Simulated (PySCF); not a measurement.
Bond length, frequency and bond energy of AsH by level of theory

State: ³Σ⁻ (triplet), unpaired electrons π ↑↑. Set-up: basis As 6-311G(d,p), H 6-311G(d,p); no relativity; PySCF 2.14. De refers to As + H in their high-spin ground configurations, without counterpoise correction. The functionals are run spin-unrestricted. A positive dipole means As(−)H(+).

```
      Level  Re (Å)  ωe (cm⁻¹)  De (eV)  μ (D)  CPU s a point (SCF and correlation, without the integrals)
        UHF   1.516       2287     1.87   0.38                                                        0.17
    UHF-MP2   1.514       2246     2.44    n/a                                                        0.32
UHF-SCS-MP2   1.518       2229     2.54    n/a                                                         n/a
   UHF-CCSD   1.524       2175     2.58    n/a                                                         n/a
UHF-CCSD(T)   1.526       2158     2.61    n/a                                                         5.1
        PBE   1.547       2088     2.93   0.23                                                        0.83
     PBEsol   1.544       2098     3.07   0.29                                                        0.59
     r²SCAN   1.529       2167     2.97   0.33                                                         1.2
      TPSSh   1.533       2161     3.04   0.27                                                         1.4
       PBE0   1.531       2175     2.87   0.30                                                         1.3
       MN15   1.519       2203     2.87   0.25                                                         1.3
```

(1) Which functional lies closest to UHF-CCSD(T) in De, which farthest, and by how much do they differ from it?

(2) What does a quarter of exact exchange do here, going from PBE to PBE0?

(3) What does the step from GGA to meta-GGA do here, going from PBE to r²SCAN?

Correlated steps freeze 9 core orbitals. Spin–orbit coupling is left out. The state was picked by a PBE0 search and need not be the measured ground state.

The whole job (state search and all levels along the bond) took about 2.9 min on 1 thread of Arm Neoverse N1 (shared host), peak memory 0.58 GiB.

## Answers

(1) Closest is PBE0 (+0.5 pm in Re, +0.8 % in ωe, +0.26 eV in De against UHF-CCSD(T) in the same basis), farthest PBEsol (+1.8 pm in Re, -2.8 % in ωe, +0.46 eV in De). CCSD(T) converges more slowly with the basis than the functionals do and binds too weakly in this one, so the order can change at the basis-set limit.

(2) PBE0 less PBE: -1.6 pm in Re, +4.2 % in ωe, -0.06 eV in De. Exact exchange removes part of the self-interaction that spreads semilocal densities, and in most molecules shortens and stiffens the bond and lowers De; so it does here.

(3) r²SCAN less PBE: -1.8 pm in Re, +3.8 % in ωe, +0.04 eV in De.
